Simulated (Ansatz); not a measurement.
Start from `[Cl][Ga]([Cl])[I]` and change one atom or group to get `C=[CH][Ga]([Cl])[Cl]`.

Ansatz, PBE0-D4/def2-TZVP geometries, multiplicity 1. Each molecule was computed in one conformer, which needn't be the lowest.

Elements past krypton have def2 core potentials. Scalar relativity is left out up to krypton. Spin–orbit coupling is left out; it splits and shifts lone-pair levels of the heavy atoms by tenths of an eV.

```
                                                                                  property  `[Cl][Ga]([Cl])[I]`
                                                      HOMO–LUMO gap (PBE0/def2-TZVPP) / eV                 6.11
                                                         LUMO energy (PBE/def2-TZVPP) / eV                -3.04
                                                   HOMO–LUMO gap (ωB97M-V/def2-TZVPP) / eV                10.14
                                                       HOMO energy (B3LYP/def2-TZVPP) / eV                -8.01
ideal-gas entropy at 298 K and 1 bar (rigid rotor, harmonic PBE0-D4/def2-TZVP) / J/(mol·K)                  355
                                                        HOMO energy (PBE0/def2-TZVPP) / eV                -8.28
```

(1) What does the change do to each property? (An estimate is asked.)

Answers

(1) The calculation gave: 
```csv
property,`C=[CH][Ga]([Cl])[Cl]`,shift
HOMO–LUMO gap (PBE0/def2-TZVPP) / eV,6.88,0.77
LUMO energy (PBE/def2-TZVPP) / eV,-2.72,0.32
HOMO–LUMO gap (ωB97M-V/def2-TZVPP) / eV,11.01,0.87
HOMO energy (B3LYP/def2-TZVPP) / eV,-8.48,-0.47
"ideal-gas entropy at 298 K and 1 bar (rigid rotor, harmonic PBE0-D4/def2-TZVP) / J/(mol·K)",368,13
HOMO energy (PBE0/def2-TZVPP) / eV,-8.74,-0.46
```

With PBE0 the HOMO falls by 0.46 eV and the LUMO rises by 0.31 eV, so the gap widens by about 0.77 eV. PBE moves the HOMO by -0.37 eV and ωB97M-V by -0.57 eV. The zero-point energy changes by 108.7 kJ/mol with +12 modes.

B3LYP here is the variant with VWN-RPA as its local correlation; programs differ in this.
